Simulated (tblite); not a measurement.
Compound: C5H14OP2.
Z-matrix (Å and degrees, GFN2-xTB geometry), rows numbered from 1:
```
C 
C   1  1.5207
P   2  1.8405  1  110.03
O   3  1.4675  2  114.18  1   -56.02
C   3  1.8411  2  106.08  1    69.77
C   5  1.5208  3  109.57  2   177.52
C   3  1.8442  2  103.45  1  -178.94
P   7  1.8588  3  112.62  2   -61.28
H   1  1.0883  2  110.94  3   167.93
H   1  1.0881  2  111.01  3   -71.54
H   1  1.0892  2  109.40  3    48.03
H   2  1.0913  1  111.90  3   123.09
H   2  1.0945  1  110.07  3  -116.09
H   5  1.0921  3  110.34  2    53.84
H   5  1.0932  3  106.13  2   -63.94
H   6  1.0890  5  109.35  3    49.93
H   6  1.0892  5  111.01  3   -69.46
H   6  1.0885  5  111.02  3   169.95
H   7  1.0954  3  105.71  2    57.31
H   7  1.0927  3  108.70  2   173.08
H   8  1.3941  7   94.98  3  -178.84
H   8  1.3927  7   96.21  3   -86.44
```

Level: GFN2-xTB in tblite, geometry and Hessian alike; calculated harmonic values, unscaled, isolated species. The method is semi-empirical: single wavenumbers can be off by several per cent or more. Modes of hydrogen on phosphorus can be 10 to 20 % off. One conformer, not necessarily the lowest.

Harmonic wavenumbers (cm⁻¹): 58.7, 66.6, 86.0, 113.3, 153.3, 176.5, 194.4, 201.9, 215.8, 255.9, 266.6, 294.7, 350.7, 411.2, 605.8, 644.8, 703.4, 727.7, 755.0, 765.3, 774.9, 854.1, 885.2, 962.3, 974.5, 1001.7, 1006.6, 1022.6, 1071.9, 1076.9, 1118.0, 1145.6, 1213.3, 1214.0, 1245.6, 1257.1, 1273.0, 1388.8, 1404.1, 1405.2, 1427.8, 1433.0, 1492.3, 1492.6, 1494.3, 1496.3, 2276.3, 2336.0, 2919.0, 2934.7, 2936.9, 2949.6, 2954.3, 2965.9, 3012.2, 3021.5, 3022.1, 3024.0, 3028.2, 3031.7.

A = 1571, B = 1082, C = 856.5 MHz; mass 152.052 u (most abundant isotopes); point group C1, symmetry number 1.

**Question.** What is the zero-point energy?

**Answer.** ½Σν̃ = 39296 cm⁻¹ = 470.08 kJ/mol.

**Question.** What is S at 298.15 K and 1 bar for an ideal gas of classical rigid rotors and harmonic oscillators?

**Answer.** Translation 171.52, rotation 124.60, vibration 156.10: S = 452.2 J/(mol K).

**Question.** And Cp and H(298.15 K) − H(0)?

**Answer.** Cp = 187.41 J/(mol K), of which vibrations give 154.15 (their classical limit is 60 R = 498.9); H(298.15 K) − H(0) = 34.41 kJ/mol without the zero-point energy, 24.49 from vibrations.

**Question.** How do the functions run with temperature in this model?

**Answer.** 
```tsv
T (K)	S (J/(mol K))	Cp (J/(mol K))	H − H(0) (kJ/mol)	G − H(0) (kJ/mol)	ln q(vib)
100	305.2	96.6	6.17	-24.35	2.04
200	387.0	142.7	18.24	-59.17	5.56
300	453.4	188.3	34.75	-101.26	8.96
500	570.4	273.4	81.30	-203.90	15.36
800	719.1	358.7	177.19	-398.06	24.28
1000	803.4	396.7	252.92	-550.47	29.75
```

q(vib) and H(0) count from the zero-point level.

**Question.** What must be added to the electronic energy to get the Gibbs energy at 298.15 K and 1 bar?

**Answer.** ZPE + [H(298.15 K) − H(0)] − T·S = 470.08 + 34.41 − 134.83 = 369.66 kJ/mol.

**Question.** Which modes carry the vibrational entropy at 298.15 K?

**Answer.** 58.7 cm⁻¹: 18.83; 66.6 cm⁻¹: 17.79; 86.0 cm⁻¹: 15.69; 113.3 cm⁻¹: 13.44; 153.3 cm⁻¹: 11.01; 176.5 cm⁻¹: 9.90 J/(mol K); the other 54 give 69.45 together.

Hindered rotation and anharmonicity are outside this model. Other conformers, if any are populated, would add a mixing term that is left out. The structure is chiral; the term R ln 2 for an equal mix with its mirror image is left out.

On an Arm Neoverse V1 with one thread, no GPU (shared host), this took 1.0 s wall. This covers the Hessian and the dipole derivatives.
